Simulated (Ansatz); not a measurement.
Frontier orbitals of CH$_{7}$BGaOP (`[CH3][Ga]([PH2])[BH]O`).

Cartesian coordinates in Å:
```
C 0.389 -1.259 -1.582
Ga 0.001 -0.288 0.097
P -1.529 -1.339 1.511
B 0.974 1.459 0.751
O 0.487 2.661 0.358
H 1.458 -1.468 -1.664
H -0.161 -2.198 -1.658
H 0.119 -0.629 -2.435
H -2.467 -1.634 0.487
H -2.185 -0.159 1.945
H 1.939 1.444 1.480
H 0.975 3.411 0.712
```

Total charge 0; spin multiplicity 1. Correlated methods include outer-core shells of Ga, which these sets cover unevenly. Scalar relativity is left out up to krypton. The geometry is a stationary point of PBE0-D4/def2-TZVP. It is one conformer, not always the lowest. Basis def2-TZVPP, the Gaussian-basis code of Ansatz.

Orbital energies of one run (eV). Highest occupied ones, from the top: -5.66, -6.31, -7.39, -8.84, -9.44, -9.57, -9.84, -9.93, -10.43, -11.74, -14.76, -15.76, -17.44, -19.72. Empty: -1.72, -1.52, 0.31, 0.54, 0.69, 1.07.

Task: Which functional gave them?
A. LC-ωPBE
B. ωB97X-V
C. r2SCAN0
D. r2SCAN

Result: D. HOMO energies: r2SCAN -5.66, LC-ωPBE -9.00, r2SCAN0 -6.63, ωB97X-V -8.67 eV.

LC-ωPBE has ω = 0.4 bohr⁻¹.
